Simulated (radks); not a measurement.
Values are calculated unless marked as measured or tabulated.
The nuclear charge of the dysprosium ion Dy+ is varied continuously with 65 electrons held in [Xe] 4f10 6s1. Code: a radial shooting solver on a logarithmic mesh with Libxc functionals. Model: Dirac Kohn-Sham, PBEsol, spin-unpolarised, spherical densities, finite nucleus; open shells fill j = l - 1/2 first; Fermi nuclear charge, rms radius 5.2218 fm. By the Hellmann-Feynman theorem dE/dZ = E(electron-nucleus)/Z, the electronic potential at the nucleus (averaged over a nucleus of fixed radius).

| Z | E (hartree) | E(electron-nucleus)/Z (hartree) | HOMO | e(HOMO) (eV) | <r> HOMO (bohr) |
|---|---|---|---|---|---|
| 65.5 | -11937.1250 | -449.058 | 4f7/2 | -2.580 | 0.9679 |
| 65.6 | -11982.0826 | -450.094 | 4f7/2 | -3.741 | 0.9464 |
| 65.7 | -12027.1437 | -451.128 | 4f7/2 | -4.983 | 0.9286 |
| 65.8 | -12072.3082 | -452.162 | 4f7/2 | -6.293 | 0.9131 |
| 65.9 | -12117.5760 | -453.194 | 4f7/2 | -7.663 | 0.8992 |
| 66 | -12162.9470 | -454.226 | 6s1/2 | -8.830 | 3.708 |
| 66.1 | -12208.4213 | -455.258 | 6s1/2 | -9.550 | 3.646 |
| 66.2 | -12253.9987 | -456.290 | 6s1/2 | -10.288 | 3.586 |
| 66.3 | -12299.6793 | -457.322 | 6s1/2 | -11.043 | 3.529 |
| 66.4 | -12345.4630 | -458.353 | 6s1/2 | -11.814 | 3.476 |
| 66.5 | -12391.3499 | -459.385 | 6s1/2 | -12.601 | 3.424 |
| 66.6 | -12437.3400 | -460.417 | 6s1/2 | -13.403 | 3.375 |
| 66.7 | -12483.4333 | -461.449 | 6s1/2 | -14.221 | 3.328 |
| 66.8 | -12529.6298 | -462.481 | 6s1/2 | -15.053 | 3.283 |
| 66.9 | -12575.9295 | -463.514 | 6s1/2 | -15.899 | 3.240 |
| 67 | -12622.3325 | -464.547 | 6s1/2 | -16.760 | 3.198 |

The central difference of E at Z = 66 is -454.226 hartree, to compare with the third column; the second derivative is -10.3 hartree.
